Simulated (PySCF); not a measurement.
C6H7ClFSi (charge +1).
Z-matrix (Å and degrees, GFN2-xTB geometry), rows numbered from 1:
```
F 
C   1  1.3568
Cl  2  1.7978  1  107.54
C   2  1.5005  1  109.96  3   115.35
C   4  1.3574  2  122.96  1   106.27
C   5  1.4352  4  125.77  2   179.65
C   6  1.3428  5  126.42  4     0.58
C   7  1.4976  6  127.28  5     0.62
Si  4  1.8527  2  116.13  1   -74.65
H   2  1.0947  1  107.94  3  -118.18
H   5  1.0829  4  118.49  2    -0.04
H   6  1.0804  5  115.48  4  -179.37
H   7  1.0813  6  118.43  5  -179.88
H   8  1.0978  7  107.16  6   121.37
H   8  1.0967  7  107.83  6  -127.78
H   9  1.4489  4  130.49  2     3.24
```

Level of theory: TDDFT PBE0/def2-SVPD, vertical, gas phase, core orbitals frozen in the response (PySCF).

Problem. What does the calculation give for the low-lying excited states?

Solution. 

```
state  E (eV)  E (hartree)       f  |μ| (D)  main configurations (H = HOMO, L = LUMO)
   S1    3.14       0.1154   0.087     2.70                                 H→L (98%)
   S2    4.12       0.1514  0.0026     0.40                               H-1→L (98%)
   S3    4.33       0.1591  0.0014     0.29                  H-3→L (51%), H-2→L (47%)
   S4    4.42       0.1623  0.0009     0.23                  H-2→L (50%), H-3→L (47%)
   S5    5.05       0.1856   0.120     2.51                               H→L+1 (88%)
   S6    5.31       0.1953  0.0005     0.16      H-5→L (46%), H-4→L (44%), H-6→L (9%)
   S7    5.69       0.2091   0.076     1.88                  H-4→L (41%), H-5→L (33%)
   S8    5.86       0.2154  0.0004     0.13                               H-6→L (86%)
```

Triplets (Tamm–Dancoff): T1 2.12 eV, H→L (94%); T2 3.49 eV, H→L+1 (89%); T3 3.93 eV, H-1→L (64%), H-2→L (26%).

The lowest singlet lies at 3.14 eV (395 nm, visible) and is of moderate strength; its leading configuration is HOMO→LUMO (98%). The strongest level in the table is S5 at 5.05 eV (246 nm, f = 0.120). Löwdin shares by element: HOMO carbon 60% or more, chlorine 13% (atoms not listed hold the other 27%); LUMO silicon 40%, carbon 33% or more (atoms not listed hold the other 26%). Weighted by f, the mean energy of these states is 4.63 eV. Of the 8 states listed, 3 reach f = 0.01 and 1 stays under 0.0005. The listed states span 2.72 eV, and the widest gap between neighbours is 0.98 eV (S1 to S2). S1 lies in the visible range (380 to 750 nm), at 395 nm, f = 0.087; light of that wavelength is violet, and its complementary colour is yellow-green; a Tamm–Dancoff triplet lies at 586 nm, without intensity as long as spin–orbit coupling is left out. The window holds the lowest 8 singlets.

One conformer stands for the species.
